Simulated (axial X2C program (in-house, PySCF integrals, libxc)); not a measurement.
**RuS⁻: from Re and ωe to a spectrum**

A bond curve at the PBE0 level, with spin–orbit coupling, was computed with an in-house relativistic program for diatomic molecules (basis Ru dyall-acv3z [13s13p9d5f3g], S dyall-av3z [9s8p3d2f] (cores contracted in-house)) for the state Ω = 7/2 (⟨Sz⟩ = 1.49, ⟨Lz⟩ = 2.01 at PBE0). Its fit gives Re = 2.1031 Å, ωe = 471.4 cm⁻¹, ωexe = 1.8 cm⁻¹ and αe = 7.500e-04 cm⁻¹; the masses are 101.9043 and 31.9721 u. Two-component means X2C with spin–orbit coupling and atomic mean-field Coulomb and Gaunt terms.

**Question.** Find the reduced mass, Be and the force constant.

**Answer.** From the PBE0 values: μ = 24.3366 u. Be = 16.8576/(μ Re²) = 0.1566 cm⁻¹. k = 5.8918×10⁻⁷ μ ωe² = 3.19 mdyn/Å.

**Question.** Where do the fundamental and the first overtone lie?

**Answer.** ν(1←0) = ωe − 2ωexe = 467.8 cm⁻¹; ν(2←0) = 2ωe − 6ωexe = 932.0 cm⁻¹.

**Question.** A Morse curve ties αe to the other constants (Pekeris). How well does that hold?

**Answer.** αe(Morse) = 6Be²/ωe × (√(ωexe/Be) − 1) = 7.462e-04 cm⁻¹; the PBE0 curve gives 7.500e-04 cm⁻¹, a ratio of 0.99.

**Question.** Estimate the centrifugal constant by the Kratzer relation.

**Answer.** D = 4Be³/ωe² = 6.91e-08 cm⁻¹.

One determinant describes the state; a PBE0 search over occupations chose it and may have missed a lower one. Density functionals use the spin component along the axis (collinear). Other states lie close and PBE0, whose exact exchange favours high spin, may order them wrongly; the determinant shown need not be the ground state. The nearest other 2c determinant of the search, Ω = 1/2, lies 0.22 eV up at the distance of the search. Without a current term, density functionals place determinants with orbital angular momentum somewhat too high. With several unpaired electrons one determinant need not be a pure state. The highest occupied level of some functionals is positive through self-interaction error; at Hartree–Fock it is bound.
